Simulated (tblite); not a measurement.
C6H5O (doublet state).
Structure used (GFN2-xTB), in Å, numbered top down from 1:
```
atom  x, y, z in Å
O1     2.5778   -0.1185   -0.0982
C2     1.2266    0.0237   -0.0569
C3     0.5645    1.2209   -0.1658
C4    -0.7864    1.3657   -0.1259
C5    -1.5653    0.2201    0.0391
C6    -0.9414   -1.0088    0.1552
C7     0.4345   -1.1180    0.1083
H8     2.9872    0.7468   -0.2157
H9    -1.2544    2.3341   -0.2195
H10   -2.6409    0.3040    0.0740
H11   -1.5372   -1.9008    0.2843
H12    0.9361   -2.0699    0.1951
```

Method: GFN2-xTB as coded in tblite; computed harmonic values from a numerical Hessian at the method's own geometry, unscaled. The method is semi-empirical: single wavenumbers can be off by several per cent or more. One conformer, not necessarily the lowest. Open shells enter through the occupations alone, without spin polarisation, and single modes of such species can be off by tens of per cent.

Harmonic wavenumbers (cm⁻¹): 204.6, 364.9, 376.8, 409.6, 482.2, 487.1, 584.5, 610.1, 754.1, 810.7, 825.0, 883.2, 897.5, 961.7, 1064.9, 1096.5, 1136.6, 1157.1, 1227.3, 1260.7, 1302.8, 1423.5, 1445.9, 1524.4, 1619.6, 3070.9, 3073.7, 3084.9, 3091.0, 3525.1.

A = 6144, B = 2631, C = 1842 MHz; mass 93.034 u (most abundant isotopes); point group Cs, symmetry number 1; spin multiplicity 2.

Problem. What is the zero-point energy?

Solution. ½Σν̃ = 19378 cm⁻¹ = 231.82 kJ/mol.

Problem. What is S at 298.15 K and 1 bar for an ideal gas of classical rigid rotors and harmonic oscillators?

Solution. Translation 165.39, rotation 112.05, vibration 37.22, spin (R ln 2) 5.76: S = 320.4 J/(mol K).

Problem. And Cp and H(298.15 K) − H(0)?

Solution. Cp = 101.46 J/(mol K), of which vibrations give 68.20 (their classical limit is 30 R = 249.4); H(298.15 K) − H(0) = 17.46 kJ/mol without the zero-point energy, 7.55 from vibrations.

Problem. Which modes carry the vibrational entropy at 298.15 K?

Solution. 204.6 cm⁻¹: 8.75; 364.9 cm⁻¹: 4.61; 376.8 cm⁻¹: 4.40; 409.6 cm⁻¹: 3.88; 482.2 cm⁻¹: 2.95; 487.1 cm⁻¹: 2.89 J/(mol K); the other 24 give 9.74 together.

Problem. What must be added to the electronic energy to get the Gibbs energy at 298.15 K and 1 bar?

Solution. ZPE + [H(298.15 K) − H(0)] − T·S = 231.82 + 17.46 − 95.53 = 153.75 kJ/mol.

Problem. How do the functions run with temperature in this model?

Solution. 
```csv
T (K),S (J/(mol K)),Cp (J/(mol K)),H − H(0) (kJ/mol),G − H(0) (kJ/mol),ln q(vib)
100,249.5,41.6,3.53,-21.42,0.07
200,286.6,70.1,9.04,-48.27,0.56
300,321.1,102.0,17.65,-78.66,1.45
500,386.5,155.1,43.72,-149.51,3.83
800,470.5,201.2,97.91,-278.51,7.86
1000,517.5,219.7,140.10,-377.42,10.49
```

q(vib) and H(0) count from the zero-point level.

Hindered rotation and anharmonicity are outside this model. Other conformers, if any are populated, would add a mixing term that is left out.

On one thread, Arm Neoverse V2 (aarch64), no GPU, shared host with 96 logical CPUs at a one-minute load of 58, this took 0.21 s wall. The figure is for the frequency step alone.
